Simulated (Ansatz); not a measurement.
```yaml
crystal:
  periodic: [false, false, false]
  atoms:
    - {symbol: C, position_ang: [-1.886084, -1.166736, 0.228503]}
    - {symbol: C, position_ang: [0.727762, -0.089688, 0.403810]}
    - {symbol: N, position_ang: [2.433900, -0.859454, 1.930850]}
    - {symbol: B, position_ang: [1.605443, 2.150297, -1.335028]}
    - {symbol: Cl, position_ang: [-0.467903, 3.469526, -3.532638]}
    - {symbol: H, position_ang: [-3.299287, 0.297992, 0.587373]}
    - {symbol: H, position_ang: [-2.255421, -1.867774, -1.680276]}
    - {symbol: H, position_ang: [-2.158349, -2.707288, 1.574557]}
    - {symbol: H, position_ang: [1.776213, -2.317067, 3.025885]}
    - {symbol: H, position_ang: [3.680764, 2.993438, -1.197556]}
basis:
  gaussian: {orbitals: "6-31G*"}
hamiltonian: {xc: {name: wB97X}}
output: {forces: true}
```

```sh
$ ansatz run in.yaml --threads 4 --pin off --events-out ev --progress --plain --max-ram 10444MiB
```

It prints (some lines left out):

```
Functional definition: wB97X
888 factors; integrals over basis functions are off by at most 5.7e-4 eV
234 factors; integrals over basis functions are off by at most 1.9e-5 eV
mean field evaluation 1: about -16774.0659 eV, gradient 8.3e1 eV
mean field evaluation 2: about -16273.0027 eV, gradient 2.9e2 eV
mean field evaluation 4: about -16671.1947 eV, gradient 1.4e2 eV
mean field evaluation 8: about -16801.0971 eV, gradient 1.8e0 eV
mean field evaluation 16: about -16801.2057 eV, gradient 1.2e-5 eV
mean field -16801.20565326 eV, -617.4329194909 hartree, gradient 5.4e-6 eV, S^2 0.000000; 4 other end points of the search recorded, 0 dependent functions left out
reference -16801.20561529 eV, -617.4329180957 hartree; 23, 23 occupied and 66, 66 virtual orbitals, 888 factors
Total energy: -16801.20561529 eV, -617.4329180957 hartree
Atom 0 at    -1.886084    -1.166736     0.228503 Å, force    -1.922952    -0.436123    -0.467078 eV/Å
Atom 1 at     0.727762    -0.089688     0.403810 Å, force     0.184594    -0.720864     0.777417 eV/Å
Atom 2 at     2.433900    -0.859454     1.930850 Å, force    -2.859020    -1.987498     0.587894 eV/Å
Atom 3 at     1.605443     2.150297    -1.335028 Å, force     1.096282     0.415350     0.102530 eV/Å
Atom 4 at    -0.467903     3.469526    -3.532638 Å, force     1.065786    -0.712168     1.162020 eV/Å
Atom 5 at    -3.299287     0.297992     0.587373 Å, force     2.552816    -2.501402    -0.587546 eV/Å
Atom 6 at    -2.255421    -1.867774    -1.680276 Å, force     0.753464     1.232072     3.321617 eV/Å
Atom 7 at    -2.158349    -2.707288     1.574557 Å, force     0.622655     2.675602    -2.268926 eV/Å
Atom 8 at     1.776213    -2.317067     3.025885 Å, force     1.143139     3.037408    -2.387458 eV/Å
Atom 9 at     3.680764     2.993438    -1.197556 Å, force    -2.636764    -1.002377    -0.240471 eV/Å
Dipole moment:     0.002709    -1.114059     1.058097 e Å
```

(1) Something in this input is off. What?

Results:

(1) The coordinates are in bohr but typed as ångström. The calculation finished and met its thresholds. The result belongs to that input, not to the molecule as meant.
